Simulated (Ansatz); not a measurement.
Total energies of `[OH][Al]1[CH2][CH2]1`.

Cartesian coordinates in Å:
```
O -2.2029 -1.2757 -0.4832
Al -0.7525 -0.4651 -0.1911
C 1.0904 -0.1655 -0.4593
C 0.3804 0.8213 0.6098
H -3.0290 -1.0580 -0.0545
H 1.8643 -0.7978 -0.0266
H 1.4866 0.3483 -1.3340
H 0.7684 0.7225 1.6228
H 0.3942 1.8700 0.3160
```

Charge 0, multiplicity 1. All single points use the PBE0-D4/def2-TZVP geometry. It is one conformer, not always the lowest. Basis def2-TZVPP, the Gaussian-basis code of Ansatz.

RPA on PBE orbitals: Hartree–Fock energy of these orbitals -395.44291 Eh, correlation -1.07213 Eh (frozen core).

```json
{"functional": "LDA (SPW92)", "energy without D4 (Eh)": "-394.60192", "D4 term (kJ/mol)": "–"}
{"functional": "PBE", "energy without D4 (Eh)": "-396.61196", "D4 term (kJ/mol)": "-13.4"}
{"functional": "revPBE", "energy without D4 (Eh)": "-396.83724", "D4 term (kJ/mol)": "-42.0"}
{"functional": "BLYP", "energy without D4 (Eh)": "-396.88901", "D4 term (kJ/mol)": "-29.7"}
{"functional": "r2SCAN", "energy without D4 (Eh)": "-396.82614", "D4 term (kJ/mol)": "-3.2"}
{"functional": "B97M-V", "energy without D4 (Eh)": "-396.85954", "D4 term (kJ/mol)": "–"}
{"functional": "PBE0", "energy without D4 (Eh)": "-396.64508", "D4 term (kJ/mol)": "-11.2"}
{"functional": "B3LYP", "energy without D4 (Eh)": "-396.96647", "D4 term (kJ/mol)": "-21.7"}
{"functional": "r2SCANh", "energy without D4 (Eh)": "-396.81600", "D4 term (kJ/mol)": "-3.4"}
{"functional": "r2SCAN0", "energy without D4 (Eh)": "-396.80165", "D4 term (kJ/mol)": "-3.8"}
{"functional": "HSE06 (plane-wave form)", "energy without D4 (Eh)": "-396.63080", "D4 term (kJ/mol)": "-10.5"}
{"functional": "BHLYP", "energy without D4 (Eh)": "-396.85025", "D4 term (kJ/mol)": "-16.7"}
{"functional": "CAM-B3LYP", "energy without D4 (Eh)": "-396.87358", "D4 term (kJ/mol)": "-11.4"}
{"functional": "LC-ωPBE", "energy without D4 (Eh)": "-396.75975", "D4 term (kJ/mol)": "–"}
{"functional": "ωB97X-V", "energy without D4 (Eh)": "-396.84840", "D4 term (kJ/mol)": "–"}
{"functional": "ωB97M-V", "energy without D4 (Eh)": "-396.85820", "D4 term (kJ/mol)": "–"}
{"functional": "B2PLYP", "energy without D4 (Eh)": "-396.70030", "D4 term (kJ/mol)": "–"}
{"functional": "PBE-QIDH", "energy without D4 (Eh)": "-396.53532", "D4 term (kJ/mol)": "–"}
```

B3LYP takes the VWN-RPA correlation (the form of Gaussian; ORCA's B3LYP/G). HSE06 is the plane-wave form, built on full-range PBE exchange. The double hybrids freeze the cores in their second-order part.

LC-ωPBE has ω = 0.4 bohr⁻¹.
